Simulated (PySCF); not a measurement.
MoF5, SMILES [F][Mo+]([F])([F])([F])[F], charge +1, multiplicity 1.

The structure is a stationary point at PBE0-D3(BJ)/def2-SVP. The spin state was assumed, not searched. The isomer is the one that the SMILES or the coordinates give; other isomers of the formula were not compared. The def2 effective core potentials stand for the cores of Mo; spin–orbit coupling is left out.

Computed with CAM-B3LYP/def2-TZVP in PySCF.

| Quantity | Value |
|---|---|
| total energy | -567.30653 hartree |
| point group | D3h |
| highest occupied level | -21.07 eV |
| lowest empty level | -11.05 eV |
| orbital gap | 10.02 eV |
| dipole moment about the centre of nuclear charge | 0.00 D |
| mean static polarisability | 36.9 bohr³ (5.46 Å³) |
| polarisability, principal values | 34.4, 34.4, 41.8 bohr³ |
